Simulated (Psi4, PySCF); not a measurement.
Input for PySCF:
```python
from pyscf import gto, scf

mol = gto.M(
    atom='''
C     1.51403960   -0.61814695    0.97361016
Te    0.01637111    0.19648656   -0.35400888
C    -1.60205503   -0.43829160    0.92933228
H     1.38011691   -1.68745138    1.07645886
H     2.48866467   -0.41855255    0.54994310
H     1.44343271   -0.14926988    1.94678120
H    -1.59498997   -1.51573359    1.03418433
H    -2.53486000   -0.12860379    0.47856174
H    -1.50556944    0.02094119    1.90487761
''',
    basis='sto-3g',
    verbose=4,
)

mf = scf.RHF(mol)
mf.kernel()
```

Problem. Give the equivalent Psi4 input.

Solution. Several could match; the one computed here: 
```
memory 2 GB

molecule {
0 1
C     1.51403960   -0.61814695    0.97361016
Te    0.01637111    0.19648656   -0.35400888
C    -1.60205503   -0.43829160    0.92933228
H     1.38011691   -1.68745138    1.07645886
H     2.48866467   -0.41855255    0.54994310
H     1.44343271   -0.14926988    1.94678120
H    -1.59498997   -1.51573359    1.03418433
H    -2.53486000   -0.12860379    0.47856174
H    -1.50556944    0.02094119    1.90487761
}

set {
  basis sto-3g
  scf_type pk
  puream true
  d_convergence 1e-8
}

energy('scf')
print_variables()
```

Both were run: PySCF gave -6625.438405 Eh and Psi4 -6625.438405 Eh, 0.000 mEh apart.
